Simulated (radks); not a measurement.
Task: All-electron atom: the germanium ion Ge3+ in [Ar] 3d9 4s1 4f1 (not the ground configuration). All-electron calculation, scalar-relativistic Kohn-Sham, SCAN, spin-polarised, spherical densities, finite nucleus; open shells are filled with parallel spins first; meta-GGA in the generalised Kohn-Sham scheme; Fermi nuclear charge, rms radius 4.0742 fm. Program: a radial shooting solver on a logarithmic mesh with Libxc functionals. Some entries of the table are withheld. Estimate them.

| orbital | occ. | eigenvalue (eV) | <r^2> (bohr^2) | r(max) (bohr) |
|---|---|---|---|---|
| 1s up | 1 | -11047.63 | 0.002975 | 0.03073 |
| 1s down | 1 | -11047.49 | 0.002975 | 0.03073 |
| 2s up | 1 | -1440.788 | 0.05192 | 0.1758 |
| 2s down | 1 | -1439.626 | 0.05187 | 0.1758 |
| 2p up | 3 | -1263.734 | 0.04137 | 0.1413 |
| 2p down | 3 | -1262.823 | 0.04132 | 0.1413 |
| 3s up | 1 | -227.5465 | 0.4388 | 0.5401 |
| 3s down | 1 | -225.6292 | 0.4396 | 0.5407 |
| 3p up | 3 | (1) | 0.4761 | 0.5406 |
| 3p down | 3 | (2) | 0.4762 | 0.5413 |
| 3d up | 5 | -82.6364 | 0.5945 | 0.4973 |
| 3d down | 4 | -80.4227 | 0.5887 | 0.4984 |
| 4s up | 1 | -50.0815 | 3.349 | 1.538 |
| 4f up | 1 | (3) | 20.15 | 3.751 |

Result: 
(1) 3p up eigenvalue (eV): -172.4512
(2) 3p down eigenvalue (eV): -170.4873
(3) 4f up eigenvalue (eV): -11.7847
